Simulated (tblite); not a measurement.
Compound: C5H16N2Si2.
Structure used (GFN2-xTB), in Å, numbered top down from 1:
```xyz
25
C5H16N2Si2 angstrom
C     -3.596    0.439    0.543
C     -2.266    0.976    0.032
C     -1.074    0.216    0.609
C      0.258    0.835    0.167
Si     1.628   -0.417    0.544
N      2.876   -0.403   -0.640
C      3.803    0.698   -0.741
N      0.682   -1.851    0.330
Si    -1.024   -1.640    0.185
H     -4.425    1.023    0.147
H     -3.634    0.483    1.629
H     -3.728   -0.598    0.241
H     -2.247    0.905   -1.059
H     -2.186    2.037    0.292
H     -1.127    0.301    1.700
H      0.223    1.020   -0.909
H      0.402    1.805    0.647
H      2.099   -0.327    1.942
H      3.327   -1.284   -0.834
H      4.266    0.712   -1.730
H      4.598    0.653    0.012
H      3.254    1.626   -0.600
H      1.096   -2.764    0.294
H     -1.723   -2.486    1.160
H     -1.494   -1.936   -1.175
```

Computed values, GFN2-xTB/tblite, gas phase, harmonic and unscaled. Errors from tens to a few hundred cm⁻¹ against measured bands are possible. Modes of hydrogen on silicon can be 10 to 20 % off. One conformer, not necessarily the lowest.

Harmonic wavenumbers (cm⁻¹): 43.8, 68.5, 74.9, 104.6, 138.3, 157.6, 184.9, 223.0, 243.5, 280.8, 304.0, 330.8, 350.7, 359.0, 442.5, 513.6, 528.8, 556.1, 624.6, 649.6, 665.0, 701.2, 753.6, 788.3, 795.4, 839.6, 842.6, 853.7, 933.3, 956.9, 1039.0, 1059.7, 1067.7, 1084.6, 1112.1, 1115.2, 1134.4, 1146.0, 1159.6, 1233.9, 1247.8, 1294.2, 1314.3, 1351.0, 1358.1, 1414.3, 1421.6, 1488.8, 1494.0, 1503.5, 1505.1, 1505.8, 1509.4, 2127.9, 2193.1, 2224.9, 2898.8, 2908.2, 2930.3, 2954.3, 2963.2, 2972.4, 2975.4, 3022.5, 3026.7, 3033.4, 3035.2, 3442.8, 3523.1.

A = 2376, B = 631.2, C = 534.4 MHz; mass 160.085 u (most abundant isotopes); point group C1, symmetry number 1.

Task: What is the zero-point energy?

Result: ½Σν̃ = 45051 cm⁻¹ = 128.81 kcal/mol.

Task: Entropy at 273.15 K, 1 bar (ideal gas, RRHO, classical rotation)?

Result: Translation 40.71, rotation 30.11, vibration 37.22: S = 108.0 cal/(mol K).

Task: And Cp and H(273.15 K) − H(0)?

Result: Cp = 47.08 cal/(mol K), of which vibrations give 39.13 (their classical limit is 69 R = 137.1); H(273.15 K) − H(0) = 7.61 kcal/mol without the zero-point energy, 5.43 from vibrations.

Task: Blend soft modes into free rotors: weight 1/[1 + (100 cm⁻¹/ν̃)⁴] for the oscillator and the rest for a rotor with moment μB/(μ + B), μ = h/(8π²ν), B = 10⁻⁴⁴ kg m². What vibrational entropy results?

Result: 34.39 cal/(mol K) in place of 37.22, which changes −T·S at 273.15 K by +0.77 kcal/mol.

Task: How do the functions run with temperature in this model?

Result: 
| T (K) | S (cal/(mol K)) | Cp (cal/(mol K)) | H − H(0) (kcal/mol) | G − H(0) (kcal/mol) | ln q(vib) |
| --- | --- | --- | --- | --- | --- |
| 100 | 74.6 | 23.2 | 1.50 | -5.96 | 2.35 |
| 200 | 95.0 | 37.1 | 4.53 | -14.47 | 6.03 |
| 300 | 112.6 | 50.7 | 8.92 | -24.87 | 9.70 |
| 500 | 144.4 | 74.7 | 21.58 | -50.64 | 16.91 |
| 800 | 185.1 | 98.0 | 47.79 | -100.27 | 27.14 |
| 1000 | 208.1 | 108.3 | 68.47 | -139.64 | 33.44 |

q(vib) and H(0) count from the zero-point level.

Task: Which modes carry the vibrational entropy at 273.15 K?

Result: 43.8 cm⁻¹: 4.91; 68.5 cm⁻¹: 4.02; 74.9 cm⁻¹: 3.85; 104.6 cm⁻¹: 3.20; 138.3 cm⁻¹: 2.66; 157.6 cm⁻¹: 2.41 cal/(mol K); the other 63 give 16.17 together.

Task: What must be added to the electronic energy to get the Gibbs energy at 273.15 K and 1 bar?

Result: ZPE + [H(273.15 K) − H(0)] − T·S = 128.81 + 7.61 − 29.51 = 106.91 kcal/mol.

Hindered rotation and anharmonicity are outside this model. Other conformers, if any are populated, would add a mixing term that is left out. The structure is chiral; the term R ln 2 for an equal mix with its mirror image is left out.
